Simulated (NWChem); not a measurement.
Species: BeBrF; SMILES [F][Be][Br]

```xyz
3

Be     0.0000     0.0000     1.1564
F      0.0000     0.0000     2.5422
Br     0.0000     0.0000    -0.7945
```
Atoms are numbered in this order, from 1.

Computed with NWChem. STO-3G and 3-21G are far too small for this property and stand as cheap habits. All runs use the structure optimised with PBE0/def2-SVP. GIAO values for the isolated, static molecule; σ is the absolute isotropic shielding, δ = σ(reference) − σ with the isolated reference molecule computed at the same levels (19F: trichlorofluoromethane). Spin-orbit effects, on the heavy nuclei and on their neighbours, are missing.

| level | σ Be1 (ppm) | δ F2 (ppm) | σ Br3 (ppm) | relative time |
|---|---|---|---|---|
| KT2/pcSseg-1 | 102.2 | -176.3 | 2859.6 | 4 |
| PBE0/pcSseg-1 | 102.2 | -150.7 | 2869.6 | 6 |
| Hartree-Fock/STO-3G | 114.3 | 1.1 | 3319.3 | 1 |

Relative times are rough (shared machine, one core).
